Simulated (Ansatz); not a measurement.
Basis sets compared for Al(H2O)Cl3 (AlCl₃OH₂). Charge 0, multiplicity 1. Geometry PBE-D4/def2-SVP. Ansatz on 4 threads of Arm Neoverse V2 on a shared host; times are rough, and most runs start from earlier orbitals.

| atom | x (Å) | y (Å) | z (Å) |
| --- | --- | --- | --- |
| Al1 | -0.6970 | 0.2853 | -0.2830 |
| O2 | 1.1914 | -0.1774 | 0.1002 |
| H3 | 1.2507 | -1.1578 | 0.0509 |
| H4 | 1.3560 | 0.0690 | 1.0379 |
| Cl5 | -0.6831 | 1.6112 | -1.9238 |
| Cl6 | -1.0971 | 1.0968 | 1.6513 |
| Cl7 | -1.3210 | -1.7272 | -0.6334 |

B3LYP takes the VWN-RPA correlation.

Binding counts from free atoms (Al doublet, O triplet, H doublet, Cl doublet) in the same basis, without a counterpoise term.

```
              level  functions  energy (Eh)  HOMO (eV)  LUMO (eV)  binding per atom (eV)  wall time
          HF/STO-3G         43   -1678.0715     -10.21       7.18                   3.30      0.1 s
           HF/6-31G         65   -1696.5078     -12.52       2.04                   2.13     0.25 s
    PBE-D4/def2-SVP         96   -1698.3594      -7.14      -1.36                   3.56     0.75 s
   PBE-D4/def2-TZVP        191   -1699.0185      -7.38      -1.74                   3.52      1.6 s
r2SCAN-D4/def2-TZVP        191   -1699.6501      -7.76      -1.12                   3.54      3.7 s
     B3LYP-D4/6-31G         65   -1699.5965      -8.77      -1.49                   3.02      0.9 s
 B3LYP-D4/def2-TZVP        191   -1699.8737      -8.50      -1.22                   3.44      2.6 s
   PBE0-D4/def2-SVP         96   -1698.5048      -8.62      -0.45                   3.50      1.1 s
  PBE0-D4/def2-TZVP        191   -1699.1554      -8.80      -0.84                   3.47      2.4 s
```

Question: Estimate the rows for PBE-D4/def2-TZVPD, r2SCAN-D4/def2-TZVPD, PBE0-D4/def2-TZVPD.

Answer: 
```json
{"level": "PBE-D4/def2-TZVPD", "functions": "239", "energy (Eh)": "-1699.0220", "HOMO (eV)": "-7.47", "LUMO (eV)": "-2.08", "binding per atom (eV)": "3.52", "wall time": "2.7 s"}
{"level": "r2SCAN-D4/def2-TZVPD", "functions": "239", "energy (Eh)": "-1699.6525", "HOMO (eV)": "-7.81", "LUMO (eV)": "-1.46", "binding per atom (eV)": "3.54", "wall time": "5.5 s"}
{"level": "PBE0-D4/def2-TZVPD", "functions": "239", "energy (Eh)": "-1699.1582", "HOMO (eV)": "-8.86", "LUMO (eV)": "-1.31", "binding per atom (eV)": "3.48", "wall time": "4.3 s"}
```
